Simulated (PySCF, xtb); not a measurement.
BO, SMILES [B]=O (connectivity only; charge and spin as stated), charge +1, multiplicity 1.

Harmonic wavenumbers (cm⁻¹) from GFN2-xTB (xtb) at its own minimum, in rising order: 2311.

What does PBE-D3(BJ)/def2-TZVPD (PySCF) give at its own minimum? (An estimate is asked for; the answer gives what the named calculation found.)

1873. Paired by order, the mean absolute difference is 437 cm⁻¹ and the zero-point energies are 3.3 and 2.7 kcal/mol.
